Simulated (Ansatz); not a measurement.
Stretching the C5–H7 bond in C2H5Al (SMILES C=[CH][AlH2]) (multiplicity 1 held, fragments rigid). Energies count from the point at 1.087 Å.
Geometry at that point (charge 0, multiplicity 1):
```xyz
8

Al    -0.136     0.163     1.163
H     -0.815     1.591     1.218
H      0.178    -0.644     2.486
C      0.292    -0.552    -0.590
C      0.018     0.145    -1.699
H      0.759    -1.526    -0.730
H      0.242    -0.220    -2.698
H     -0.448     1.126    -1.658
```

Unrestricted levels (U-) break spin symmetry where that is lower. Active spaces are followed from a long bond inwards. Levels need not reach the same state.

Correlated levels freeze the cores.

Programs: Ansatz (Gaussian basis) for Hartree–Fock, density functionals and correlated methods. 

**Question.** What energy at R = 3.480 Å does U-wB97X-V/cc-pV(T+d)Z give?

**Answer.** 113.9 kcal/mol

**Question.** Estimate the energy at R = 3.480 Å that SC-NEVPT2 on CASSCF(2,2)/cc-pV(T+d)Z returns for this input.

**Answer.** 110.7 kcal/mol

Doubts at one or more of the structures used: a spin-contaminated determinant (U-wB97X-V/cc-pV(T+d)Z).

Ansatz is a program for electronic structure.
